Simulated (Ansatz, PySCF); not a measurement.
Ansatz (a quantum-chemistry and plane-wave program) was given this input:
Ansatz 0.2 input:
```yaml
crystal:
  periodic: [false, false, false]
  atoms:
    - {symbol: Si, position_ang: [-0.04213560, -0.02012493, 0.71616938]}
    - {symbol: F, position_ang: [1.18435672, -0.74997636, -0.51078231]}
    - {symbol: F, position_ang: [-1.11881245, 0.78128181, -0.60325896]}
basis:
  gaussian:
    orbitals: cc-pVTZ
hamiltonian:
  xc: hf
total_charge: -1
magnetization: {spin_polarized: true, initial_magnetization: 1}
accuracy: high
```

**Question.** Give the equivalent PySCF input.

**Answer.** This is not unique; one that fits is 
```python
from pyscf import gto, scf

mol = gto.M(
    atom='''
Si   -0.04213560   -0.02012493    0.71616938
F     1.18435672   -0.74997636   -0.51078231
F    -1.11881245    0.78128181   -0.60325896
''',
    basis='cc-pvtz',
    charge=-1,
    spin=1,
    verbose=4,
)

mf = scf.UHF(mol)
mf.kernel()
```

Both were run: Ansatz gave -487.958536 Eh and PySCF -487.958536 Eh, 0.000 mEh apart.
